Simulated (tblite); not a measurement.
Species: C6H7FN2Si.
Cartesian coordinates in Å at the GFN2-xTB level; atoms count from 1:
```
atom  x, y, z in Å
N1    -2.818   -2.219    1.390
C2    -1.916   -1.914    0.748
C3    -0.810   -1.549   -0.034
C4    -0.379   -0.286   -0.164
C5    -1.066    0.853    0.544
C6    -1.569    1.799   -0.423
N7    -1.946    2.533   -1.212
C8     0.815    0.065   -0.976
Si9    2.395    0.124    0.105
F10    2.125    1.241    1.235
H11   -0.310   -2.364   -0.542
H12   -1.899    0.493    1.154
H13   -0.353    1.378    1.189
H14    0.667    1.039   -1.445
H15    0.959   -0.667   -1.771
H16    2.565   -1.112    0.850
H17    3.535    0.597   -0.657
```

Computed values, GFN2-xTB/tblite, gas phase, harmonic and unscaled. The method is semi-empirical: single wavenumbers can be off by several per cent or more. Modes of hydrogen on silicon can be 10 to 20 % off. One conformer, not necessarily the lowest.

Harmonic wavenumbers (cm⁻¹): 29.0, 34.1, 70.8, 96.0, 133.5, 148.9, 159.2, 224.6, 351.2, 357.5, 378.5, 438.7, 478.3, 495.4, 563.9, 594.9, 605.7, 674.8, 729.8, 749.2, 786.6, 808.2, 830.4, 861.3, 920.0, 1000.3, 1043.7, 1102.9, 1121.6, 1192.5, 1212.8, 1257.4, 1302.1, 1404.6, 1458.1, 1656.6, 2356.3, 2363.9, 2378.7, 2413.6, 2953.4, 2973.6, 2976.9, 2999.8, 3058.4.

A = 1295, B = 775.1, C = 570.5 MHz; mass 154.036 u (most abundant isotopes); point group C1, symmetry number 1.

Question: What is the zero-point energy?

Answer: Half the sum of the wavenumbers: 24874 cm⁻¹ = 297.56 kJ/mol.

Question: Give the ideal-gas entropy at 350 K and 1 bar in the rigid-rotor, harmonic-oscillator model (classical rotation).

Answer: Translation 175.01, rotation 130.48, vibration 185.52: S = 491.0 J/(mol K).

Question: And Cp and H(350 K) − H(0)?

Answer: Cp = 198.34 J/(mol K), of which vibrations give 165.08 (their classical limit is 45 R = 374.2); H(350 K) − H(0) = 43.03 kJ/mol without the zero-point energy, 31.39 from vibrations.

Question: What must be added to the electronic energy to get the Gibbs energy at 350 K and 1 bar?

Answer: ZPE + [H(350 K) − H(0)] − T·S = 297.56 + 43.03 − 171.85 = 168.74 kJ/mol.

Question: Which modes carry the vibrational entropy at 350 K?

Answer: 29.0 cm⁻¹: 26.00; 34.1 cm⁻¹: 24.66; 70.8 cm⁻¹: 18.61; 96.0 cm⁻¹: 16.10; 133.5 cm⁻¹: 13.41; 148.9 cm⁻¹: 12.52 J/(mol K); the other 39 give 74.22 together.

Hindered rotation and anharmonicity are outside this model. Other conformers, if any are populated, would add a mixing term that is left out. The structure is chiral; the term R ln 2 for an equal mix with its mirror image is left out.
